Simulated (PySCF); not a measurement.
germanium monoxide (GeO), singlet, at a GFN2-xTB geometry. Base run: HF/aug-cc-pVDZ, polarisability in PySCF.

PySCF was given this input:
```python
from pyscf import gto, scf
from pyscf.prop import polarizability

mol = gto.M(
    atom='''
Ge   -0.000000   -0.000000   -0.315157
O     0.000000    0.000000    1.260628
''',
    basis='aug-cc-pvdz',
    charge=0,
    spin=0,
    verbose=4,
)

mf = scf.RHF(mol)
mf.kernel()
alpha = mf.Polarizability().polarizability()[2, 2]
print('alpha_zz =', alpha)
```

The base run was repeated with changes; each row names its change, and settings that it needs were set with it.

| change | alpha_zz (bohr³) | basis functions | core-seconds (rough) |
|---|---|---|---|
| base | 33.51 | 59 | 2 |
| finite field (a.u.) = 0.001; conv_tol = 1e-6 | 33.52 | 59 | 1 |
| finite field (a.u.) = 2e-4; conv_tol = 1e-11 | 33.51 | 59 | 1 |
| functional = lda,vwn | ___ | 59 | 3 |
| finite field (a.u.) = 0.02; conv_tol = 1e-11 | 33.79 | 59 | 1 |
| finite field (a.u.) = 0.005; conv_tol = 1e-11 | 33.53 | 59 | 2 |
| basis = def2-SVP | 27.41 | 46 | 0.7 |
| basis = cc-pVTZ | 30.48 | 73 | 3 |
| basis = def2-TZVPD | 33.44 | 94 | 5 |
| basis = 6-31G* | 28.10 | 46 | 0.9 |
| functional = camb3lyp | 36.65 | 59 | 20 |
| basis = 6-31G | ___ | ___ | 0.8 |

Task: What belongs in the gaps?

Result: 
- functional = lda,vwn, alpha_zz (bohr³): 38.61
- basis = 6-31G, alpha_zz (bohr³): 29.57
- basis = 6-31G, basis functions: 36

Finite-field rows take the second difference of the energy in a field along z; a small field with loose convergence shows SCF noise divided by the square of the field, and a large one adds hyperpolarisability.
